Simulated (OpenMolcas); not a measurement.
Multiconfigurational calculation on B III

Input:

```
&GATEWAY
Coord
1

B 0.0 0.0 0.0
Basis=ANO-R0
Group=XYZ
NoMove
AngMom=0.0 0.0 0.0
AMFI
&SEWARD
&RASSCF
FileOrb=start.orb
Symmetry=1
Spin=2
nActEl=1 0 0
Inactive=1 0
Ras2=1 3
CIRoot=1 1 1
SDav=1
CIMx=300
Iter=120 100
PrWF=0.3
OrbListing=Nothing
MaxOrb=0
Atom
>>> COPY $Project.JobIph JOB001
&RASSCF
FileOrb=start.orb
Symmetry=2
Spin=2
nActEl=1 0 0
Inactive=1 0
Ras2=1 3
CIRoot=3 3 1
SDav=3
CIMx=300
Iter=120 100
PrWF=0.3
OrbListing=Nothing
MaxOrb=0
Atom
>>> COPY $Project.JobIph JOB002
&RASSI
NrOfJobIphs=2 1 3
1
1 2 3
IphNames
JOB001
JOB002
EJob
SpinOrbit
DIPRint=1.0
SOCoupling=1000.0
Subsets=2
MEES
Property=10
'ANGMOM' 1 'ANGMOM' 2 'ANGMOM' 3 'MLTPL  1' 1 'MLTPL  1' 2 'MLTPL  1' 3
'AMFI' 1 'AMFI' 2 'AMFI' 3 'MLTPL  2' 6
SOProperty=3
'ANGMOM' 1 'ANGMOM' 2 'ANGMOM' 3
```

Launched by
```bash
OMP_NUM_THREADS=1 MOLCAS_MEM=2252 MOLCAS_PROJECT=a pymolcas a.inp > a.log  # once for each step of the input, in one work folder
```

A driver script runs the steps one by one and writes start.orb anew before each from the orbitals found so far.

Output, cut to the results:

```
--- SEWARD ---
Basis set label: B.ANO-R...2S1P.

      Electronic valence basis set:
      ------------------
      Associated Effective Charge   5.000000 au
      Associated Actual Charge      5.000000 au
      Nuclear Model: Finite nucleus - Gaussian distribution
        Gaussian exponent, Xi/bohr**(-2):  7.11787E+08

      Shell  nPrim  nBasis  Cartesian Spherical Contaminant
         s      12       2        X
         p       7       1        X
                  Relativistic X2C integrals
                  Atomic mean-field integrals
--- RASSCF ---
Wave function specifications:
      -----------------------------

      Number of closed shell electrons           2
      Number of electrons in active shells       1
      Max number of holes in RAS1 space          0
      Max nr of electrons in RAS3 space          0
      Number of inactive orbitals                1
      Number of active orbitals                  4
      Number of secondary orbitals               0
      Spin quantum number                      0.5
      State symmetry                             1
Orbital specifications:
      -----------------------

      Symmetry species                           1   2
                                                ag  au
      Frozen orbitals                            0   0
      Inactive orbitals                          1   0
      Active orbitals                            1   3
      RAS1 orbitals                              0   0
      RAS2 orbitals                              1   3
      RAS3 orbitals                              0   0
      Secondary orbitals                         0   0
      Deleted orbitals                           0   0
      Number of basis functions                  2   3
      Number of CSFs                             1
      Number of root(s) required                 1
      Iter CI   SX   CI       RASSCF       Energy    max ROT     max BLB   max BLB  Level Ln srch  Step   QN
          iter iter root      energy       change     param      element    value   shift minimum  type update
 Nr of preliminary CI iterations:   1
 ###############################################################################
 ###############################################################################
 ###                                                                         ###
 ###                                                                         ###
 ###    WARNING: Problems in orbital optimization.                           ###
 ###                                                                         ###
 ###                                                                         ###
 ###############################################################################
 ###############################################################################
  Warning: In symmetry  2, orbital p=   1 has diagonal density matrix element D(p,p) close to zero. D(p,p)=  0.000000E+00
  Warning: In symmetry  2, orbital p=   2 has diagonal density matrix element D(p,p) close to zero. D(p,p)=  0.000000E+00
        ...
  Warning: In symmetry  2, orbital p=   1 has diagonal density matrix element D(p,p) close to zero. D(p,p)=  0.000000E+00
  Warning: In symmetry  2, orbital p=   2 has diagonal density matrix element D(p,p) close to zero. D(p,p)=  0.000000E+00
  Warning: In symmetry  2, orbital p=   3 has diagonal density matrix element D(p,p) close to zero. D(p,p)=  0.000000E+00
        4   1    1    1   -23.35819021    0.00E+00   0.00E+00    1   2 1  5.35E-09   0.00   0.00    SX    NO
      Convergence after  4 iterations
        5   1    1    1   -23.35819021    0.00E+00   0.00E+00    1   2 1  5.35E-09   0.00   0.00    SX    NO
      Natural orbitals and occupation numbers for root  1
      sym 1:   1.000000
      sym 2:   0.000000   0.000000   0.000000
::    RASSCF root number  1 Total energy:    -23.35819021
--- RASSCF ---
Wave function specifications:
      -----------------------------

      Number of closed shell electrons           2
      Number of electrons in active shells       1
      Max number of holes in RAS1 space          0
      Max nr of electrons in RAS3 space          0
      Number of inactive orbitals                1
      Number of active orbitals                  4
      Number of secondary orbitals               0
      Spin quantum number                      0.5
      State symmetry                             2
Orbital specifications:
      -----------------------

...
--- RASSI ---
SPIN-FREE ENERGIES:
  (Shifted by EMIN (a.u.) =        -23.3581902094)

 SF State       Relative EMIN(au)   Rel lowest level(eV)    D:o, cm**(-1)      L_eff

     1             0.0000000000        0.0000000000              0.0000         0.0
     2             0.2563062070        6.9744471966          56252.7103         1.0
     3             0.2563062070        6.9744471966          56252.7103         1.0
     4             0.2563062070        6.9744471966          56252.7103         1.0
     Dipole printing threshold changed to   1.00000000E+00

++ Dipole transition strengths (spin-free states):
   -----------------------------------------------
     for osc. strength at least  1.00000000E+00

  ( Max oscillator strength is only   0.21365141412486119      )
--
Eigenvalues of complex Hamiltonian:
   -----------------------------------
  (Shifted by EMIN (a.u.) =        -23.3581902094)

 SO State       Relative EMIN(au)   Rel lowest level(eV)    D:o, cm**(-1)     J-value

     1             0.0000000000        0.0000000000              0.0000         0.4
     2             0.0000000000        0.0000000000              0.0000         0.4
     3             0.2562597666        6.9731834870          56242.5178         0.4
     4             0.2562597666        6.9731834870          56242.5178         0.4
     5             0.2563294273        6.9750790514          56257.8066         1.0
     6             0.2563294273        6.9750790514          56257.8066         1.3
     7             0.2563294273        6.9750790514          56257.8066         1.0
     8             0.2563294273        6.9750790514          56257.8066         1.3
Weights of the five most important spin-orbit-free states for each spin-orbit state.

 SO State  Total energy (au)           Spin-free states, spin, and weights
 -------------------------------------------------------------------------------------------------------
...
```

The J values that RASSI prints are effective ones from its own formula and need not be integers or half-integers; the table below assigns J from the states.

Levels above the lowest, from the spin-orbit matrix, grouped by J:

| Configuration | Term | J | E (cm⁻¹) | Measured (cm⁻¹) | g | Term weight % |
| --- | --- | --- | --- | --- | --- | --- |
| 2s | ²S | 1/2 | 0.0 | 0.0 | 2.002 | 100 |
| 2p | ²P° | 1/2 | 56243 | 48358 | 0.666 | 100 |
| 2p | ²P° | 3/2 | 56258 | 48393 | 1.334 | 100 |

Against the 2 measured excited levels shown (Moore, Atomic Energy Levels, vol. I, NSRDS-NBS 35 (1971 reprint of NBS Circular 467, 1949)) the mean absolute deviation is 7900 cm-1; the largest miss in energy is 2p ²P°_1/2: computed 56243, measured 48358 cm⁻¹ (+16.3 %).

With one active electron the reference holds no correlation, so core polarisation is missing. Measured partners are found by configuration, term and J. A level has none where our copy of the source lacks it or the pairing is in doubt (some pairs that miss far off the trend of their configuration count as doubtful), and it then counts in no deviation. Levels of configurations outside the active space are missing.

The RASSCF and RASSI steps took 5 s on 1 thread of Arm Neoverse V2, on a shared host; the integral step is not counted.

The term weight is that of the spin-free term in the level, not the purity of its configuration. ° marks odd parity.
